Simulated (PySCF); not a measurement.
Computed structure and properties of [GdH4]−

System: [GdH4]− (singlet in the valence; each metal's 4f electrons, 7 of them, lie in its core potential, out of spins and levels); start: template (Td). Method: PySCF 2.14.0, RKS PBE0, Gd lcecp-1-SVP with ECP53, H def2-SVP; non-relativistic Hamiltonian with scalar-relativistic core potentials where named; density fitting; no spin-orbit coupling.

Input of the relaxation:

```python
mol = gto.M(atom='''
Gd    -0.00000     0.00000    -0.00000
H      1.27740     1.27740     1.27740
H     -1.27740    -1.27740     1.27740
H      1.27740    -1.27740    -1.27740
H     -1.27740     1.27740    -1.27740''',
    basis={'Gd': 'lcecp-1-SVP', 'H': 'def2-SVP'},
    ecp={'Gd': 'lcecp-1-SVP'},
    charge=-1, spin=0)
mf = dft.RKS(mol, xc='PBE0')
mf.grids.atom_grid = (50, 194)  # f atoms: unpruned, at least (60, 302)
mf = mf.density_fit()  # fitting sets: Gd AutoAux, H def2-universal-JKFIT
mf.conv_tol = 1e-08; mf.max_cycle = 55
mf.kernel(dm0)  # dm0: converged density of the start geometry
# quasi-Newton relaxation in Cartesian coordinates to a largest gradient under 0.00045 Eh/bohr, steps kept in the point group
```

Run from Python with OMP_NUM_THREADS=2; the lines above give its settings. Where DIIS fails, smearing, a level shift and second-order steps follow.
It took 4 s on 2 threads of Intel(R) Xeon(R) Platinum 8488C (Sapphire Rapids) (shared host), from the converged density of the start.

Course of the relaxation:

```csv
step,energy above end (eV),largest force component within the symmetry (eV/Å)
0,0.1202,0.332
1,0.0553,0.233
2,0.0003,0.019
3,0.0000,0.002
```

Relaxed geometry (Td):

```xyz
5

Gd    0.0000    0.0000    0.0000
H     1.2202    1.2202    1.2202
H    -1.2202   -1.2202    1.2202
H     1.2202   -1.2202   -1.2202
H    -1.2202    1.2202   -1.2202
```

```csv
contact,Å
Gd1–H2 (H),2.113
Gd1–H3 (H),2.113
Gd1–H4 (H),2.113
Gd1–H5 (H),2.113
```

On the finer grid (75, 302):

```
HOMO                                                          : -2.14 eV
LUMO                                                          : 3.89 eV
Dipole about the centre of mass                               : 0.00 D
Set of Mulliken populations of Gd1 outside the core potential : s 2.71, p 6.65, d 1.34, f 0.02
D3(BJ) dispersion energy (not in the energies)                : -0.047 eV
```

| atom | Mulliken (e) | Löwdin (e) | spin (e) |
| --- | --- | --- | --- |
| Gd1 | 0.27 | -0.01 | 0.00 |
| H2 | -0.32 | -0.25 | 0.00 |
| H3 | -0.32 | -0.25 | 0.00 |
| H4 | -0.32 | -0.25 | 0.00 |
| H5 | -0.32 | -0.25 | 0.00 |

The 4f levels lie in the core potential and are missing. Their spin isn't counted.

On the grid (50, 194), as all that follows. Harmonic modes: a minimum; lowest 459 cm⁻¹ (negative: unstable), highest 1339 cm⁻¹, zero-point energy 0.458 eV.

Taking off one H (charge -1, singlet; the rest: singlet) in vacuum, both parts rigid, costs 4.76 eV; the small basis without counterpoise inflates it.

Rigid scan of H along the line from its metal:

```tsv
distance to H2 (Å)	energy (eV)
1.81	0.365
1.91	0.144
2.01	0.032
2.11	0.000
2.21	0.026
2.31	0.094
2.51	0.306
2.81	0.708
3.21	1.256
3.71	1.854
```

One start shape was tried, so this needn't be the lowest isomer.

An lcecp potential fixes the number of 4f electrons, so in runs with it no electron can move into or out of that shell.
